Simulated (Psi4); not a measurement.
CHN, charge +1, doublet (typed; the unrestricted solution is spin-contaminated), geometry from GFN2-xTB (a state made from the parent by changing its charge; the spin is typed, not shown lowest), atoms displaced at random by about 0.02 Å a coordinate. Base run: HF/def2-SV(P) (Psi4).

The Psi4 input:
```
memory 2 GB

molecule {
1 2
C     0.01150551   -0.01202284   -0.72847917
N    -0.00280337   -0.02488361    0.44227773
H     0.00278529    0.02546333    1.44846316
}

set {
  basis def2-sv(p)
  reference uhf
}

optimize('scf')
print_variables()
```

Each row names what was changed in the base input (with any setting that the change needs).

```tsv
change	ΔE vs base (kcal/mol)	optimiser steps
base	0.000	5
opt_coordinates = both	0.000	6
g_convergence = gau_tight	0.000	7
step_type = sd	0.000	10
g_convergence = nwchem_loose	0.000	5
intrafrag_hess = lindh	0.000	7
g_convergence = turbomole	0.000	6
```

Open shells are given as the SCF converged; they aren't shown to be the lowest states, and a large step between rows can be another state.
